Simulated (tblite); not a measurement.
Compound: C3H3O4S (charge -1).
Structure used (GFN2-xTB), in Å, numbered top down from 1:
```
atom  x, y, z in Å
O1     3.2300   -0.8168    0.3680
C2     2.1886   -0.3311    0.1058
C3     1.0850    0.2371   -0.2241
C4    -0.0593   -0.3630   -0.9552
S5    -1.5419    0.2713   -0.0428
O6    -1.2552    1.6968    0.1295
O7    -2.6633   -0.0028   -0.9362
O8    -1.5713   -0.4801    1.2046
H9     0.8264    1.2170    0.1637
H10   -0.1575    0.0215   -1.9679
H11   -0.0761   -1.4473   -0.9467
```

Method: GFN2-xTB as coded in tblite; computed harmonic values from a numerical Hessian at the method's own geometry, unscaled. Against measured fundamentals such values can be off by several per cent, at times by over 20. One conformer, not necessarily the lowest.

Harmonic wavenumbers (cm⁻¹): 35.7, 64.3, 120.5, 217.5, 279.3, 313.4, 395.5, 470.4, 471.5, 513.9, 572.5, 635.4, 689.4, 776.3, 976.1, 1005.4, 1017.9, 1101.2, 1111.0, 1161.3, 1168.8, 1385.1, 1429.6, 2261.4, 2979.7, 2983.7, 3033.6.

A = 4637, B = 922.9, C = 920.2 MHz; mass 134.975 u (most abundant isotopes); point group C1, symmetry number 1.

Problem. Zero-point energy?

Solution. Half the sum of the wavenumbers: 13585 cm⁻¹ = 38.84 kcal/mol.

Problem. Entropy at 298.15 K, 1 bar (ideal gas, RRHO, classical rotation)?

Solution. Translation 40.64, rotation 28.79, vibration 22.81: S = 92.2 cal/(mol K).

Problem. And Cp and H(298.15 K) − H(0)?

Solution. Cp = 30.28 cal/(mol K), of which vibrations give 22.33 (their classical limit is 27 R = 53.7); H(298.15 K) − H(0) = 5.82 kcal/mol without the zero-point energy, 3.45 from vibrations.

Problem. Blend soft modes into free rotors: weight 1/[1 + (100 cm⁻¹/ν̃)⁴] for the oscillator and the rest for a rotor with moment μB/(μ + B), μ = h/(8π²ν), B = 10⁻⁴⁴ kg m². What vibrational entropy results?

Solution. 20.23 cal/(mol K) in place of 22.81, which changes −T·S at 298.15 K by +0.77 kcal/mol.

Problem. What must be added to the electronic energy to get the Gibbs energy at 298.15 K and 1 bar?

Solution. ZPE + [H(298.15 K) − H(0)] − T·S = 38.84 + 5.82 − 27.50 = 17.16 kcal/mol.

Hindered rotation and anharmonicity are outside this model. Other conformers, if any are populated, would add a mixing term that is left out. The structure is chiral; the term R ln 2 for an equal mix with its mirror image is left out.
